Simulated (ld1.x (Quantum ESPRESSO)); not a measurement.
## Pseudopotential generation for Fe (Z = 26): TM, PBE, fully relativistic.

iron, norm-conserving Troullier–Martins (Kleinman–Bylander form), made with ld1.x (Quantum ESPRESSO) 7.5 (PBE, fully relativistic). Core [Ne], reference 3s2 3p6 3d6 4s1 4p0 (charge +1). Waves: 3s (bound): rc 1.10 bohr; 3p (bound): rc 1.25 bohr; 3d (bound): rc 1.00 bohr; 4f channel at 0.45 Ry: rc 1.35 bohr. Local part: all-electron potential smoothed inside 1.15 bohr (lloc = -1). Core correction: a·sin(br)/r model core, default radius (core density twice the valence density).

Open shells are filled in proportion to 2j + 1 (rel_dist='average').

Occupied shells without a wave of their own: 4s. They enter only through the test configuration that unscreens the potential, and ld1.x also counts them in the model core charge.

All-electron outer shells of the reference configuration (PBE, scalar-relativistic, ld1.x):

```
shell  level (eV)  outermost node (bohr)  outermost maximum (bohr)
   2p     -706.87                      –                      0.18
   3s     -102.54                   0.33                      0.70
   3p      -68.58                   0.30                      0.72
   3d      -15.96                      –                      0.71
   4s      -12.33                   1.00                      2.29
   4p       -7.34                   1.09                      2.83
```

Problem. Does the potential have ghost states?

Solution. No extra level below or beside the all-electron valence levels (s, p1/2, p3/2, d3/2, d5/2, f5/2, f7/2 tested).

Problem. Tests: 3s2 3p6 3d6 4s2 4p0; 3s2 3p6 3d6 4s0 4p0; 3s2 3p6 3d5 4s0 4p0; 3s2 3p6 3d6 4s0 4p1; 3s2 3p5 3d6 4s2 4p0; 3s2 3p6 3d7 4s0 4p0; 3s2 3p6 3d6 4s1 4p1. Which has the largest error in its energy relative to the reference configuration, and how large is it?

Solution. 3s2 3p6 3d5 4s0 4p0, with -293 meV (all-electron minus pseudo) on +50.43 eV.

ld1.x takes every shell without a wave as core, so the model core holds the 4s electrons as well and exchange and correlation see them twice. This cancels in the reference configuration, but the file is broken for other ones, and its errors say nothing about a proper core correction.
